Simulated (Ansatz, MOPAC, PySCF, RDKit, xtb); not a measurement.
Pair of molecules: HCl (SMILES Cl) (first 2 atoms) with SiH4 (SMILES [SiH4]); geometry from B3LYP-D3(BJ)/def2-TZVP, rigid monomers moved along the line of their centres of mass till Cl1···Si3 is 4.34 Å.
(charge 0, multiplicity 1):
```xyz
7

Cl     0.6255     1.1381    -0.2247
H      1.1186    -0.0336    -0.0576
Si    -0.3007    -0.2600     3.7769
H     -0.4375     1.2096     3.8574
H     -1.2819    -0.8074     2.8142
H     -0.5385    -0.8564     5.1117
H      1.0678    -0.6096     3.3304
```

| level | interaction energy (kJ/mol) | minus CCSD(T)/CBS(aug-cc-pV(D+d)Z, aug-cc-pV(T+d)Z) | cost |
|---|---|---|---|
| UFF | -2.4 | 0.3 | - |
| GFN-FF | -1.9 | 0.9 | - |
| AM1 | -0.3 | 2.5 | - |
| PM3 | 0.2 | 2.9 | - |
| HF/3-21G (no counterpoise) | -2.2 | 0.6 | - |
| HF/aug-cc-pV(D+d)Z | -0.1 | 2.7 | - |
| B3LYP/6-31G* | 0.5 | 3.2 | - |
| B3LYP/6-311+G** (no counterpoise) | 0.0 | 2.7 | - |
| B3LYP-D4/def2-TZVPPD | -2.4 | 0.4 | ×1 |
| PBE0-D3(BJ)/def2-TZVPPD | -3.4 | -0.7 | ×1 |
| M06-2X/6-31G* (no counterpoise) | -3.0 | -0.3 | - |
| wB97M-V/def2-TZVPPD | -2.6 | 0.1 | ×3 |
| MP2/6-31G* (no counterpoise) | -2.2 | 0.6 | - |
| MP2/aug-cc-pV(D+d)Z | -2.4 | 0.3 | - |
| MP2/aug-cc-pV(T+d)Z | -2.7 | 0.1 | - |
| MP2/CBS(aug-cc-pV(D+d)Z, aug-cc-pV(T+d)Z) | -2.8 | -0.1 | - |
| SCS-MP2/aug-cc-pV(T+d)Z | -2.1 | 0.7 | - |
| CCSD/aug-cc-pV(T+d)Z | -2.2 | 0.5 | - |
| CCSD(T)/aug-cc-pV(D+d)Z | -2.3 | 0.4 | ×4 |
| CCSD(T)/CBS(aug-cc-pV(D+d)Z, aug-cc-pV(T+d)Z) | -2.7 | 0.0 | ×40* |

 The comparison column counts from a level with limits of its own.

The rows run from -3.4 (PBE0-D3(BJ)/def2-TZVPPD) to 0.5 kJ/mol (B3LYP/6-31G*). In aug-cc-pV(D+d)Z the value moves HF -0.1, MP2 -2.4, CCSD(T) -2.3, a shift of -2.3 from HF to CCSD(T). From aug-cc-pV(D+d)Z to aug-cc-pV(T+d)Z MP2 changes by -0.3.

Interaction energies are E(AB) − E(A) − E(B) at the monomers' geometry in the complex; basis-set methods are counterpoise corrected. Rows marked so take none. RDKit's UFF carries no charges.

Correlated levels freeze the cores. CBS: X⁻³ extrapolation of the correlation energy, Hartree–Fock from the larger set. Rows in 3-21G, 6-311+G**, 6-31G* carry no dispersion term and start afresh at each structure (6-31G* with six Cartesian d functions). MP2/6-31G* freezes PySCF's default core. The state that AM1, PM3 reach isn't checked.

Programs: Ansatz (an electronic-structure program); MOPAC for AM1, PM3 (differences of heats of formation); PySCF for 3-21G rows, 6-311+G** rows, 6-31G* rows, the dispersion terms; RDKit for the force fields; xtb for the GFN methods. 

Costs are rough ratios of core time to PBE/def2-TZVPPD (about 4 s over the structures, on one shared machine); a dash marks a level with no comparable run of its own. A star marks coupled-cluster runs past 200 virtual orbitals, where the program's memory plan changes under this machine's limit, so their costs aren't comparable with smaller runs.
